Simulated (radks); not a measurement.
Results of a calculation; reference values are marked as such.
K+, 18 electrons, occupied as [Ar].

Level of theory: non-relativistic Kohn-Sham, exchange-only PBE, spin-polarised, spherical densities, point nucleus (a radial shooting solver on a logarithmic mesh with Libxc functionals).

Energy parts (hartree):
total: -598.82334
kinetic: 598.82334
electron-nucleus: -1418.43616
Hartree: 253.13612
exchange: -32.34665

Orbitals (lengths in bohr, moments of r in powers of bohr; <r^-3> diverges for s and p1/2; r(max) is where P^2 peaks):
orbital  occ.  eigenvalue (hartree)  <r^-3>      <r>   r(max)   <1/r>
1s          2             -129.0202       -  0.08155  0.05352   18.54
2s          2             -13.06011       -   0.3902   0.3203   3.764
2p          6             -10.47116   152.1   0.3514   0.2634   3.689
3s          2              -1.46791       -    1.275    1.082   1.093
3p          6              -0.87372   14.21    1.436    1.155  0.9547

The highest occupied level is 3p at -23.775 eV. Summed over all electrons, <r^2> = 19.79 bohr^2, which gives a Langevin (diamagnetic) susceptibility term of -15.7 x 10^-6 cm^3/mol.
